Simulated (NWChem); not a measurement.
Everything below was run with NWChem. System: F₅V, charge 0, spin multiplicity 1, at a geometry optimised with PBE/def2-SVP. The structure started from a generated list of species. Level: MP2/def2-TZVP, 10 core orbitals frozen.

Input file:

```
start mol
memory heap 200 mb stack 900 mb global 1100 mb
geometry units angstroms nocenter noautoz
  V      0.000000     0.000000     0.000008
  F     -1.747730     0.000000     0.000001
  F      1.747730     0.000000     0.000001
  F      0.000000     0.000000    -1.711825
  F      0.000000     1.482521     0.855901
  F      0.000000    -1.482521     0.855901
  symmetry group C2v
end
basis spherical
  * library def2-tzvp
end
scf
  rhf
  nopen 0
  maxiter 100
  thresh 1e-7
  semidirect memsize 60000000 filesize 0
end
mp2
  freeze core 10
end
task mp2 energy
```

NWChem printed:

```
             Northwest Computational Chemistry Package (NWChem) 7.3.0
             --------------------------------------------------------

                                NWChem Input Module
                                -------------------

 Scaling coordinates for geometry "geometry" by  1.889725989
 (inverse scale =  0.529177249)

 Turning off AUTOSYM since
 SYMMETRY directive was detected!

                             Geometry "geometry" -> ""
                             -------------------------

 Output coordinates in angstroms (scale by  1.889725989 to convert to a.u.)

  No.       Tag          Charge          X              Y              Z
 ---- ---------------- ---------- -------------- -------------- --------------
    1 V                   23.0000     0.00000000     0.00000000     0.00000800
    2 F                    9.0000    -1.74773000     0.00000000     0.00000100
    3 F                    9.0000     1.74773000     0.00000000     0.00000100
    4 F                    9.0000     0.00000000     0.00000000    -1.71182500
    5 F                    9.0000     0.00000000     1.48252100     0.85590100
    6 F                    9.0000     0.00000000    -1.48252100     0.85590100

 Effective nuclear repulsion energy (a.u.)     478.0759470232

            Nuclear Dipole moment (a.u.)
            ----------------------------
        X                 Y               Z
 ---------------- ---------------- ----------------
     0.0000000000     0.0000000000    -0.0000094486

      Symmetry information
      --------------------

 Group name             C2v
 Group number             16
 Group order               4
 No. of unique centers     4

      Symmetry unique atoms

     1    2    4    5


 Summary of "ao basis" -> "" (spherical)
 ------------------------------------------------------------------------------
       Tag                 Description            Shells   Functions and Types
 ---------------- ------------------------------  ------  ---------------------
 *                         def2-tzvp                  on all atoms

 Summary of "ao basis" -> "ao basis" (spherical)
[...]
  mp2_memr nvloc                   166
  nvloc new                   166
   3 passes of   8:        6291456                     147973                  82254017.
   3 passes of   8: M    126043137           G      144099200           F     119751681.

 Semi-direct pass number   1 of   3  for RHF alpha+beta  at       14.2s
  vrange nnbf                 18202
  mp2_eaftype                   313  avail_ma_in_mb                  1098
 EAF : mp2_eaftype filesize         313   41127009.
  mp2_eaf for mointskh                    313
Node 0 wrote    193.4 Mb in      0.1 s     Agg I/O rate:  2216.0 Mb/s
 Done moints_semi at       44.7s
  mp2_eaftype                   313  avail_ma_in_mb                   785
 EAF : mp2_eaftype filesize         313   41127009.
  mp2_eaf for kh                   313
 Done maket at       45.5s
 Semi-direct pass number   2 of   3  for RHF alpha+beta  at       45.5s
  vrange nnbf                 18202
  mp2_eaftype                   313  avail_ma_in_mb                   785
 EAF : mp2_eaftype filesize         313   41127009.
  mp2_eaf for mointskh                    313
Node 0 wrote    193.4 Mb in      0.1 s     Agg I/O rate:  2329.8 Mb/s
 Done moints_semi at       74.0s
  mp2_eaftype                   313  avail_ma_in_mb                   785
 EAF : mp2_eaftype filesize         313   41127009.
  mp2_eaf for kh                   313
 Done maket at       74.6s
 Semi-direct pass number   3 of   3  for RHF alpha+beta  at       74.6s
  vrange nnbf                 18202
  mp2_eaftype                   313  avail_ma_in_mb                   785
 EAF : mp2_eaftype filesize         313   41127009.
  mp2_eaf for mointskh                    313
Node 0 wrote    193.4 Mb in      0.1 s     Agg I/O rate:  2444.2 Mb/s
 Done moints_semi at      103.5s
  mp2_eaftype                   313  avail_ma_in_mb                   785
 EAF : mp2_eaftype filesize         313   41127009.
  mp2_eaf for kh                   313
 Done maket at      104.2s
 Done multipass loop at      104.2s

          -------------------------------------------
          SCF energy               -1440.316385857810
          Correlation energy          -1.828220595134
          Singlet pairs               -1.037617075077
          Triplet pairs               -0.790603520056
          Total MP2 energy         -1442.144606452944
          -------------------------------------------

          ---------------------------------------------------
                    Spin Component Scaled (SCS) MP2
          Same spin pairs                     -0.527069013371
          Same spin scaling factor             0.333333333333
          Opposite spin pairs                 -1.301151581763
          Opposite spin scaling fact.          1.200000000000
          SCS-MP2 correlation energy          -1.737071569239
          Total SCS-MP2 energy             -1442.053457427049
          ---------------------------------------------------

 -----------------------
 Performance information
 -----------------------

 Timer overhead =  1.48D-07 seconds/call

               Nr. of calls         CPU time (s)                 Wall time (s)                GFlops
             ---------------    -------------------     ------------------------------   -------------------
Name         Min   Avg   Max    Min     Avg     Max     Min     Avg     Max   Mx/calls   Min     Max     Sum
mp2: moin     3     3     3    88.     88.     88.      88.     88.     88.     29.      0.0     0.0     0.0
mp2: make     3     3     3    2.0     2.0     2.0      2.0     2.0     2.0    0.68      0.0     0.0     0.0
mp2: tota     1     1     1    90.     90.     90.      90.     90.     90.     90.      0.0     0.0     0.0

 The average no. of pstat calls per process was 7.00D+00
 with a timing overhead of 1.04D-06s

 Task  times  cpu:      104.2s     wall:      104.2s

 Total times  cpu:      104.2s     wall:      104.2s
```
